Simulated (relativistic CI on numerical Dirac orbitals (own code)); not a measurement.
# Mn3+ in a cubic cluster: 3s photoemission with charge transfer

Computed with a charge-transfer multiplet model of a cubic metal-ligand cluster with up to 2 ligand holes, Slater and spin-orbit integrals from Dirac-Coulomb-Breit ions, Slater integrals scaled by 0.8. The ground state mixes d4 with configurations of k ligand holes L, whose averages lie at kΔ + k(k − 1)U_dd/2; a core hole lowers each added d electron by U_cd. 300 K, Lorentzian 1.4 eV and Gaussian 0.8 eV FWHM.

Atomic integrals in eV (Slater integrals scaled, ζ unscaled), ground: F2dd 9.084, F4dd 5.682, zeta_d 0.043; with the core hole: F2dd 9.919, F4dd 6.242, zeta_d 0.051, G2cd 9.878.

Cluster parameters (eV): Δ = 2.3, U_dd = 4.9, U_cd = 6.1, 10Dq = 1, 10Dq(ligand) = 1, final-state hopping factor = 0.9.

```csv
Case,n_d,d4,d5L,d6L2,S
"V(eg) = 2.9 eV, V(t2g) = -1.4 eV",4.68,0.41,0.51,0.09,2.00
"V(eg) = 3.2 eV, V(t2g) = -1.54 eV",4.70,0.39,0.51,0.10,2.00
"V(eg) = 3.8 eV, V(t2g) = -1.83 eV",4.75,0.37,0.51,0.12,1.99
```

Weights, n_d and S are thermal averages at 300 K. Binding energies count from the first peak over 30 % of the highest in each spectrum, which can be another peak from case to case. The parameters are a model scan and need not match a compound or its usual spin state. Peaks in eV (height, largest 100):
- V(eg) = 2.9 eV, V(t2g) = -1.4 eV: 0.0 (100), 5.6 (19), 10.5 (71), 20.0 (12)
- V(eg) = 3.2 eV, V(t2g) = -1.54 eV: 0.0 (100), 5.9 (18), 10.5 (68), 20.7 (10)
- V(eg) = 3.8 eV, V(t2g) = -1.83 eV: 0.0 (100), 6.5 (19), 10.5 (54), 22.2 (8)

For the case V(eg) = 2.9 eV, V(t2g) = -1.4 eV, Δ = 2.3 eV is smaller than U_dd = 4.9 eV, the charge-transfer side of the Zaanen-Sawatzky-Allen scheme. With the core hole the average of the configuration with one ligand hole lies at Δ − U_cd = -3.8 eV before mixing: the effective hopping of about 4.6 eV (from the holes of the mixed ground state) is comparable with this gap or larger, so the configurations mix strongly.

With at most 2 ligand holes the space is cut while the next configuration still counts, so covalency is underestimated, and a final configuration with one more ligand hole, which can lie low, is missing from the spectra.

Without intra-shell correlation the exchange splitting of the 3s hole comes out too large.
